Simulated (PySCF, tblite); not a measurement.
Species: C8H10N2.
Bonds: C1–C2 (triple), C2–C3, C3–N4, N4–N5 (aromatic), N5–C6 (aromatic), C6–C7 (aromatic), C7–C8, C7–C9 (aromatic), C9–C10, N4–C9 (aromatic). Hydrogens: H11 on C1; H12, H13 on C3; H14 on C6; H15, H16, H17 on C8; H18, H19, H20 on C10.

Computed geometry: GFN2-xTB, gas phase.

Q: What internal coordinates does the optimisation give?

A: 
```tsv
bond	length (pm)	order
C1≡C2	119.6	triple
C2–C3	145.4	single
C3–N4	144.0	single
N4–N5	133.1	aromatic
N5–C6	131.9	aromatic
C6–C7	140.3	aromatic
C7–C8	149.0	single
C7–C9	138.4	aromatic
C9–C10	148.5	single
N4–C9	135.5	aromatic
C1–H11	104.9	single
C3–H12, C3–H13	109.6	single
C6–H14	107.2	single
C8–H15, C8–H16, C8–H17	108.9	single
C10–H18, C10–H19, C10–H20	108.9	single
```

Bonds in one row agree within 1 pm and their mean is given. Orders are formal, as drawn. A selection of angles:
```tsv
angle	degrees
C1–C2–C3	177.5
C2–C3–N4	111.5
C3–N4–N5	120.2
C3–N4–C9	127.5
N5–N4–C9	112.2
N4–N5–C6	105.8
N5–C6–C7	111.3
C6–C7–C8	127.9
C6–C7–C9	104.3
C8–C7–C9	127.8
C7–C9–C10	131.2
N4–C9–C7	106.3
N4–C9–C10	122.5
```

Torsions: C2–C3–N4–N5 -110° (anticlinal). The mirror-image conformer, all signs reversed, is as good.

The 5-membered ring N4–N5–C6–C7–C9 has internal angles of 104.3° to 112.2°; it is planar, 0.00 Å rms from its mean plane, widest ring torsion 0°. The C–C distances run from 1.196 Å (C1≡C2, drawn triple) to 1.490 Å (C7–C8, drawn single), a spread of 0.294 Å. The 3 C–N bonds span 1.319 Å (N5–C6, aromatic) to 1.440 Å (C3–N4, drawn single), a spread of 0.121 Å. N5 (pyridine-type nitrogen) is bent (angle 105.8°). Of the pairs four or more bonds apart, C2···H19 is among the closest relative to their van der Waals radii: 2.75 Å, 95 % of the sum of Bondi's values. N4 (pyrrole-type nitrogen) is planar (angles 127.5°, 120.2° and 112.2°, sum 360.0°, 0.01 Å off the plane of its three neighbours).

Point group: C1 (no symmetry element, even within 0.4 Å). Its GFN2-xTB frequencies are all real (lowest 46 cm⁻¹). The numbers are those of one conformer.
